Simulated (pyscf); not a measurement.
## H₃C–CH₂–B(F)–F (SMILES CCB(F)F), singlet

Gas-phase minimum from PySCF at ωB97X-D3(BJ)/def2-SVP, one conformer. 

SMILES: CCB(F)F
```xyz
10

C     -1.2957    -0.5671    -0.5077
C      0.0958    -0.5691     0.1299
B      1.1596    -1.4584    -0.6012
F      0.8608    -2.1889    -1.6697
F      2.4188    -1.5265    -0.1815
H     -1.2605    -0.1890    -1.5416
H     -1.7174    -1.5837    -0.5494
H     -2.0001     0.0647     0.0554
H      0.5092     0.4540     0.1940
H      0.0528    -0.9135     1.1799
```

Bond lengths (Å): C1–C2 1.531, C1–H6 1.101, C1–H7 1.101, C1–H8 1.101, C2–B3 1.567, C2–H9 1.105, C2–H10 1.106, B3–F4 1.328, B3–F5 1.329. Angles (°): C2–C1–H6 111.2, C2–C1–H7 111.3, C2–C1–H8 111.7, H6–C1–H7 107.1, H6–C1–H8 107.7, H7–C1–H8 107.7, C1–C2–B3 115.1, C1–C2–H9 111.3, C1–C2–H10 111.1, B3–C2–H9 107.4, B3–C2–H10 107.0, H9–C2–H10 104.3, C2–B3–F4 122.3, C2–B3–F5 121.7 (the first ones only).

Properties at ωB97X-D3(BJ)/def2-SVP:

```
Quantity                                                                                                                                                                                                                                                   Value
---------------------------------------------------------------------------------------------------------------------  -----------------------------------------------------------------------------------------------------------------------------------------
Harmonic wavenumbers, unscaled                                                                                         39, 191, 209, 412, 459, 513, 758, 772, 983, 1013, 1088, 1234, 1259, 1397, 1416, 1435, 1445, 1489, 1489, 3067, 3071, 3110, 3162, 3163 cm⁻¹
Zero-point energy                                                                                                                                                                                                                                  47.4 kcal/mol
Rotational symmetry number                                                                                                                                                                                                                                     1
Entropy of this conformer at 298 K and 1 atm, rigid rotor and harmonic oscillator, modes under 100 cm⁻¹ raised to 100                                                                                                                            316.9 J/(mol K)
Dipole moment                                                                                                                                                                                                                                             1.56 D
```

Single-point totals, which compare only within one level (frozen core for MP2 and CC):

```tsv
level	total energy (hartree)
ωB97X-D3(BJ)/def2-TZVP	-304.09778
PBE/def2-TZVP	-303.67381
r²SCAN/def2-TZVP	-303.87185
B3LYP-D3(BJ)/def2-TZVP	-304.04140
PBE0-D3(BJ)/def2-TZVP	-303.70063
M06-2X/def2-TZVP	-303.90571
ωB97M-D3(BJ)/def2-TZVP	-304.08607
HF/def2-TZVPP	-302.48010
MP2/def2-TZVPP	-303.42142
CCSD/def2-TZVPP	-303.45091
CCSD(T)/def2-TZVPP	-303.48275
```

The lowest mode is so soft that the shape along it may change with the basis. Soft torsions are taken as harmonic, which can shift the entropy by several J/(mol K). The CCSD(T) − MP2 part came from Ansatz, without density fitting, on the same reference.
